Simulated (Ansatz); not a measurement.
Isolated molecules relaxed with PBE0-D4/def2-TZVP in Ansatz; ΔE leaves out vibrations. CCSD(T)/CBS is the MP2 limit (def2-TZVPP, def2-QZVPP) plus CCSD(T) − MP2 in def2-TZVPP, frozen cores. This one scheme is used for every species. DFT in def2-TZVPP. For Ga outer-core shells are correlated without core-valence functions, which leaves a few kJ/mol of doubt a bond. Scalar relativity is left out up to krypton. Each species was taken in one conformer, which may not be the lowest.

H₂O + `[F][Ga]([F])[F]` → `[OH2+][Ga-]([F])([F])[F]`  (adduct formation)

| species | ωB97M-V energy (Eh) |
| --- | --- |
| H₂O | -76.43342 |
| `[F][Ga]([F])[F]` | -2224.47049 |
| `[OH2+][Ga-]([F])([F])[F]` | -2300.94876 |

Q: Work out ΔE.

A: ΔE = (-2300.94876) − (-76.43342) − (-2224.47049) = -0.04485 Eh = -1.22 eV. CCSD(T)/CBS gives -1.21 eV.

Q: What do rigid-rotor, harmonic-oscillator terms from PBE0-D4/def2-TZVP frequencies (298.15 K, 1 bar) make of the CCSD(T)/CBS value? (Best estimate.)

A: Ansatz gave: ΔZPE = +0.11 eV, ΔH = -1.13 eV, ΔS = -123 J/(mol·K), ΔG = -0.75 eV.

Largest T1 diagnostic among the species: 0.015.

In def2-TZVPP, CCSD(T) changes the Hartree–Fock value by −0.06 eV (the triples alone add −0.00 eV) and MP2 by −0.05 eV. From BLYP to BHLYP (50 % exact exchange), in def2-TZVPP and without D4, ΔE moves by −0.27 eV. The D4 term adds −0.09 eV with B3LYP and −0.05 eV with PBE0; it sums over pairs of atoms, weighted by their polarisabilities, and B3LYP, whose exchange is more repulsive, gets the larger term.

B3LYP here is the variant with VWN-RPA as its local correlation; programs differ in this.
